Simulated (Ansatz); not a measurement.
# Isomers

Structures of AlSiH3SO, singlet, relaxed at PBE0-D4/def2-TZVP (vibrations not checked; lower isomers may exist, and structures with a doubtful reference or unclear bonds are left out). Ansatz 0.2.0; basis: def2-TZVPP; cores frozen in the correlated methods. B3LYP uses VWN-RPA correlation.

Problem. Rank them by CCSD(T) energy, lowest first, and give each one's height above the lowest. Links in brackets join atoms within 1.22 times the sum of their covalent radii (1.1 for two metals). (An estimate is asked for; the value comes from the calculation.)
A.
a complex of AlSiHSO ([Al][O][S][SiH]) + H₂
```
7
angstrom
O -1.2605 -0.6673 -0.7841
Al -2.4499 -0.5114 -1.9988
Si 1.6751 -0.4089 -0.1946
S -0.2464 -0.7713 0.4825
H -0.8342 2.8310 -1.1101
H 1.9715 -0.6370 1.2891
H -0.6204 2.2085 -0.7565
```
B.
AlSiH₃SO ([SiH][O][AlH][SH])
```
7
angstrom
O 0.2562 0.4636 -0.2691
Si 0.2812 2.0938 -0.3629
Al 0.3383 -1.2212 -0.3053
S -0.7011 -2.2059 -1.9405
H -0.3239 -3.4244 -1.5146
H -0.9844 2.3708 0.4807
H 1.1396 -2.0050 0.7955
```
C.
AlSiH₃SO ([OH][Al]1[SiH2][S]1)
```
7
angstrom
S -0.4655 -1.3854 0.8282
Al -0.6146 0.3456 -0.4695
O -1.7471 1.1246 -1.4361
Si 1.3630 -0.1560 0.6020
H -2.6528 0.8452 -1.5611
H 1.8173 0.4350 1.8883
H 2.4934 -0.9168 0.0075
```
D.
AlSiH₃SO ([Al][O][SiH2][SH])
```
7
angstrom
O -1.2378 -0.2963 -0.7819
Si -0.1046 0.3926 0.1528
Al -2.3498 -1.1199 -1.7779
S 1.5225 -0.9950 0.2592
H -0.6394 0.6589 1.5131
H 0.3560 1.6745 -0.4403
H 2.2700 -0.1984 1.0428
```

Solution. The calculation gives: D (0.0 kJ/mol), C (76.7 kJ/mol), B (87.2 kJ/mol), A (413.1 kJ/mol). Heights count from the lowest.

Problem. Do PBE-D4, r2SCAN-D4, PBE0-D4, B3LYP-D4, wB97M-V, HF, MP2 give the same order? (Judge from chemistry; the calculation decides.)

Solution. The calculation gives: Lowest first: HF D < B < C < A. The others agree with CCSD(T).

T1 diagnostic: at most 0.022. The restricted Hartree–Fock reference is unstable towards an unrestricted one at one or more of these structures.

For scale, one of the runs: CCSD(T)/def2-TZVPP, 199 basis functions, launched by `ansatz run in.yaml --threads 2 --pin off --events-out ev --progress --plain --max-ram 4352MiB`. Time: 58 s of wall clock on 2 CPU threads of an Arm Neoverse V1; the host was shared. Peak host memory: 2.1 GiB.
